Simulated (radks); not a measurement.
The numbers below are computed, except where a source is named.
All-electron atom: P IV in [He] 2p6 3s2 4f2 (not the ground configuration). Level of theory: Dirac Kohn-Sham, PBE, spin-unpolarised, spherical densities, finite nucleus; open shells fill j = l - 1/2 first; Fermi nuclear charge, rms radius 3.1889 fm (a radial shooting solver on a logarithmic mesh with Libxc functionals).

X-ray form factor f0, the Fourier transform of the density (f0(0) = 12):

sin(theta)/lambda (1/angstrom),f0 (electrons)
0.05,11.392
0.1,10.173
0.15,9.157
0.2,8.465
0.25,7.914
0.3,7.401
0.4,6.487
0.5,5.751
0.6,5.129
0.8,4.030
1,3.117
1.25,2.314
1.5,1.826
2,1.342
